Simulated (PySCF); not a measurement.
**Radial density of Zn (zinc, neutral)**

UHF, [Ar] 3d10 4s1 4p1, 4s spin antiparallel (an excited configuration). Calculation: PySCF 2.14, in def2-QZVPPD; the non-relativistic Hamiltonian (point nucleus).

```tsv
r (bohr)	4πr²ρ (e/bohr)	4πr²(ρα − ρβ)
0.000899	0.1777	-0.0001
0.00151	0.4845	-0.0002
0.00254	1.289	-0.0004
0.00428	3.285	-0.0011
0.00720	7.803	-0.0026
0.0121	16.47	-0.0052
0.0204	28.55	-0.0082
0.0343	36.24	-0.0068
0.0576	31.50	0.0025
0.0969	31.39	0.0003
0.163	41.79	-0.0152
0.274	25.04	0.0219
0.461	22.27	0.0023
0.776	19.87	0.0275
1.31	5.118	-0.1625
2.20	1.072	-0.3067
3.69	0.4129	0.0471
6.21	0.1190	0.1014
10.4	0.004879	0.0048
```

With the s spin flipped the determinant is a mixture of two multiplicities, not a spectroscopic state.
